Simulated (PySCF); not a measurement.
## Electron correlation in Cl (chlorine, neutral)

[Ne] 3s1 3p6, 2S determinant (an excited configuration). Computed with PySCF 2.14 in ANO-RCC-VTZP (5s4p2d1f, 34 functions), with scalar relativity by spin-free X2C-1e. Frozen: [Ne]; 7 electrons correlated.

```csv
level,correlation energy (mhartree)
CCSD,-319.06
(T),-34.06
CCSD(T),-353.12
CCSDT,-350.31
```

Diagnostics: T1 = 0.022, D1 = 0.0477, largest double amplitude 0.211.

Question: Is a single reference adequate?

Answer: Not fully. A double-excitation amplitude exceeds 0.15, a sign of near-degeneracy.
